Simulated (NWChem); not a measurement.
System: GeSi2H8; SMILES [SiH3][SiH2][GeH3]

The following NWChem deck was run.

```
start job
memory heap 200 mb stack 900 mb global 1100 mb
geometry units angstroms noautosym nocenter noautoz
  Si     0.504348    -2.404414    -0.004706
  Si    -0.967287    -0.576392     0.007924
  Ge     0.235810     1.484920    -0.000983
  H     -0.246355    -3.697622    -0.001239
  H      1.367106    -2.351289    -1.225133
  H      1.383820    -2.354440     1.203866
  H     -1.833779    -0.637568     1.227509
  H     -1.853472    -0.636499    -1.197480
  H      1.121855     1.578580    -1.258011
  H      1.144594     1.576210     1.239883
  H     -0.728716     2.686049     0.008951
end
basis spherical
  * library 6-31g*
end
dft
  xc b3lyp
  iterations 150
end
property
  shielding 8 1 2 3 4 5 7 9 11
end
task dft property
```

Structure relaxed at the PBE0/def2-SVP level. B3LYP is NWChem's, with the RPA form of VWN correlation.

GIAO values for the isolated, static molecule; σ is the absolute isotropic shielding, δ = σ(reference) − σ with the isolated reference molecule computed at the same levels (1H: tetramethylsilane, 29Si: tetramethylsilane).

Atoms are numbered as in the input.

### Question
Predict the main results of this run. (B3LYP/6-31G* (spherical d), GIAO.) Quantities: δ Si1 (ppm); δ Si2 (ppm); σ Ge3 (ppm); δ H4 (rotor mean) (ppm); δ H7 (ppm); δ H9 (rotor mean) (ppm).

### Answer
| Item | Result |
|---|---|
| δ Si1 (ppm) | -67.8 |
| δ Si2 (ppm) | -73.0 |
| σ Ge3 (ppm) | 1786.8 |
| δ H4 (rotor mean) (ppm) | 3.64 |
| δ H7 (ppm) | 3.54 |
| δ H9 (rotor mean) (ppm) | 3.70 |
